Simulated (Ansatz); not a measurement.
In(IMe)F3 (C₅H₈F₃InN₂). The state is a singlet with charge 0. Geometry PBE-D4/def2-SVP, basis def2-TZVP, Ansatz.

```
run  HOMO (eV)  LUMO (eV)
  A      -7.17      -2.11
  B      -7.36      -1.97
  C      -8.25      -1.19
  D     -10.40       0.78
```

In the def2 sets In takes a core potential; there is no spin–orbit coupling.

Q: The runs used PBE, PBE0, r2SCAN, ωB97M-V. Estimate which is which.

A: A PBE (0 % exact exchange); B r2SCAN (0 % exact exchange); C PBE0 (25 % exact exchange); D ωB97M-V (range-separated). Exact exchange lowers occupied and raises empty levels; among semilocal functionals meta-GGAs tend to open the gap a little, and such runs are hard to tell apart. The gap grows from 5.06 eV (PBE) to 11.18 eV (ωB97M-V).
